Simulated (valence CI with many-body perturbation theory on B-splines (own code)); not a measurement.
## Tc³⁸⁺ in brief

Computed by configuration interaction combined with many-body perturbation theory (CI+MBPT): three valence electrons over a frozen Dirac-Fock core [He], radial functions for each j: 11 s, 11 p, 9 d, 7 f, 5 g, 2 h, 1 i, with the one-electron correlation potential Σ1, the two-electron term Σ2, the three-electron term Σ3, Breit, model QED; selected CI, second order for the rest (own B-spline code, finite nucleus).

No measured spectrum was set against this ion. As an estimate, large intervals hold to a few tenths of a per cent, small ones and those within an open d or f shell to about a per cent.

Levels are named by their leading jj configuration (3d3/2^4 stands for four electrons in 3d with j = 3/2), which in mixed levels can hold well under half, so a name can repeat and another be missing.

Rates and lifetimes use the calculated energies. Strong lines usually hold to 10 to 20 %, long lifetimes can be off by a factor of two.

What is the ground level?

(2s^2 2p1/2) J=1/2, composition 99 % 2s²2p ²P°, g = 0.651.

What are the static dipole polarisabilities of the lowest levels?

(2s^2 2p1/2) J=1/2 0.00183 bohr³, of which the core gives 2.45e-06.

Where does the other parity begin?

At (2s 2p1/2^2) J=1/2, 115.2 eV.

Among levels below 3600.8 eV, which E1 lines absorb most strongly from the ground level?

to (2s^2 3d3/2) J=3/2 at 0.3834 nm, f = 0.744; to (2s 2p1/2 3p3/2) J=3/2 at 0.3757 nm, f = 0.210; to (2s 2p1/2 3p3/2) J=1/2 at 0.3764 nm, f = 0.136.

What is the ionisation energy?

5572 eV; NIST lists 5570 ± 4 eV (semi-empirical).

How well does LS coupling describe the low levels?

Among the lowest 20 levels the leading LS term, summed over configurations, holds 78 % on average. For single configurations the figures are 77 % in LS and 95 % in jj coupling. Terms mix most in the J = 3/2 level at 407.3 eV, where the leading one holds 41 %.
